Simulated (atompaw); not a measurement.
**Ti (Z = 22): PAW (atompaw) pseudisation with PBEsol, scalar-relativistic reference atom.**

atompaw 4.2.0.5 was run on this input:

```
Ti 22
GGA-PBESOL scalarrelativistic loggrid 1500 logderivrange -7 5 301
4 4 3 0 0 0
4 0 1
4 1 0
3 2 2
0 0 0
c
c
v
v
c
v
v
v
2
2.45 1.90 1.85 2.15
n
n
y
3
n
custom polynom2 7 10 vanderbiltortho besselshape
3 0 troulliermartins
1.65
2.45
1.65
2.45
2.45
2.45
PWSCFOUT
UPFDX 0.0125d0 UPFXMIN -7.d0 UPFZMESH 22.d0
END
```

Command:

```bash
atompaw < Ti.input > Ti.log
```

The program printed (summary file):

```
Completed calculations for Ti (AE)

 Exchange-correlation type: GGA, Perdew-Burke-Ernzerhof modified (PBEsol)

 Radial integration grid is logarithmic
 r0 =   3.7230371E-04 h =   8.1906817E-03   n =      1500 rmax =   8.0000000E+01

 Scalar relativistic calculation

 AEatom converged in  29 iterations
   nz     =  22.00
   delta  =       1.527648128401E-17

 All Electron Orbital energies:
  n  l      occupancy      energy
  1  0      2.0000000E+00 -3.5796019E+02
  2  0      2.0000000E+00 -3.9944712E+01
  3  0      2.0000000E+00 -5.1261833E+00
  4  0      1.0000000E+00 -7.6077679E-01
  2  1      6.0000000E+00 -3.3161074E+01
  3  1      6.0000000E+00 -3.3864291E+00
  4  1      0.0000000E+00 -4.8380737E-01
  3  2      2.0000000E+00 -8.3683888E-01

 Total energy
   Total                    :    -1704.65749420969087

 ---
 Completed calculations for Ti (SC)

 Exchange-correlation type: GGA, Perdew-Burke-Ernzerhof modified (PBEsol)

 Radial integration grid is logarithmic
 r0 =   3.7230371E-04 h =   8.1906817E-03   n =      1500 rmax =   8.0000000E+01

 Scalar relativistic calculation

 SCatom converged in   1 iterations
   nz     =  22.00
   delta  =       6.585749779371E-18

 Valence Electron Orbital energies:
  n  l      occupancy      energy
   3  0      2.0000000E+00 -5.1261833E+00
   4  0      1.0000000E+00 -7.6077679E-01
   3  1      6.0000000E+00 -3.3864291E+00
   4  1      0.0000000E+00 -4.8380737E-01
   3  2      2.0000000E+00 -8.3683888E-01

 Total energy
   Total                    :    -1704.65749420551515
   Valence                  :     -180.70144645985346

 PAW parameters:
       lmax =            2
         rc =    2.4616708612179115
        irc =         1075
   rc_shape =    1.9095841199173220
    rc_vloc =    1.8632244924687329
    rc_core =    2.1592657774775876
   Vloc: Norm-conserving Troullier-Martins with l= 3;e=   0.0000E+00
   Projector type: improved polynomial pseudization + Vanderbilt ortho.
   Bessel compensation charge shape zeroed at   1.9096E+00

 Number of basis functions     6
 No.   n  nodes  l      Energy         Cp coeff         Occ
  1    3    2    0   -0.5126183E+01  0.6694681E+00  0.2000000E+01
  2    4    3    0   -0.7607768E+00  0.2967799E+01  0.1000000E+01
  3    3    1    1   -0.3386429E+01  0.8860436E+01  0.6000000E+01
  4    4    2    1   -0.4838074E+00 -0.1020509E+02  0.0000000E+00
  5    3    0    2   -0.8368389E+00  0.4838719E+02  0.2000000E+01
  6  999    1    2    0.3000000E+01 -0.5625335E+01  0.0000000E+00

 Eigenvalues of overlap operator (in the basis of projectors):
    1        3.48076111E-01
    2        7.21514589E-01
    3        7.93517186E-01
    4        1.20644171E+02
    5        2.81362275E+05
    6        3.57666390E+07

 Orbital leakage outside PAW augmentation regions
   orb  is_core?  %out_of_sphere
   1 0    T           0.00
   2 0    T           0.00
   3 0    F           0.28
   4 0    F          73.20
   2 1    T           0.00
   3 1    F           0.94
   4 1    F          87.10
   3 2    F          12.81

 Summary of PAW energies
   Total valence energy     :   -180.70146079209653
   Smooth energy            :     13.28257690546142
   One center               :   -193.98403769755794
   Smooth kinetic           :     21.78132778817758
   Vloc energy              :    -10.84996830563876
   Smooth exch-corr         :     -8.04373502326827
   One-center xc            :    -73.49767964951138
```

The run took about 3.7 s on one core of a shared server CPU.
